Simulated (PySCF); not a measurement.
Atom-mapped SMILES (the numbers label the heavy atoms): `[CH2:1]=[CH:2][C:3](=[O:4])[NH:5][SiH2:6][C:7]([CH3:8])=[O:9]`; H(Xn) means a hydrogen on atom n. Ha(C1) is cis to C3; Hb(C1) is trans to C3.

PySCF 2.14.0 with density-fitted response routines calculation with geometry from GFN2-xTB and PBE0/pcSseg-1 with gauge-including orbitals; non-relativistic Hamiltonian, one computed conformer, averaged over atoms made equivalent by symmetry, fast rotation or ring inversion, gas phase.

Predict the 2D correlation tables (HSQC, COSY, HMBC).

Results:



HSQC (one-bond C–H):
```csv
δH,δC
7.04 (Ha(C1)),140.6 (C1)
6.24 (H(C2)),134.8 (C2)
6.22 (Hb(C1)),140.6 (C1)
2.46 (H(C8)),39.1 (C8)
```

COSY cross peaks (H two or three bonds apart, from the bond graph; peaks can be absent where the dihedral angle is near 90°):
```csv
δH,δH
7.04 (Ha(C1)),6.24 (H(C2))
7.04 (Ha(C1)),6.22 (Hb(C1))
6.24 (H(C2)),6.22 (Hb(C1))
```

HMBC (two and three bonds, from the bond graph):
```csv
δH,δC
7.04 (Ha(C1)),"174.5 (C3), 134.8 (C2)"
6.24 (H(C2)),"174.5 (C3), 140.6 (C1)"
6.22 (Hb(C1)),"174.5 (C3), 134.8 (C2)"
5.06 (H(Si6)),"245.5 (C7), 174.5 (C3), 39.1 (C8)"
2.46 (H(C8)),245.5 (C7)
```

Referencing at the same level of theory: $^{1}$H and $^{13}$C against TMS.

Exchangeable OH/NH protons stand at their gas-phase positions; hydrogen bonding in a real sample shifts them, mostly to higher δ. Shifts are as computed. Against solution values, carbons near 30 ppm lie about +3 ppm off and those near 130 ppm about +5 ppm. Of 1309 compounds with measured shifts, 239 miss one by over three times the rms of a fit or turn the order of signals round; such compounds aren't used in these exercises. Hydrogen bonding in solution deshields acid and N–H amide carbonyl carbons by as much as 10 ppm beyond these values.
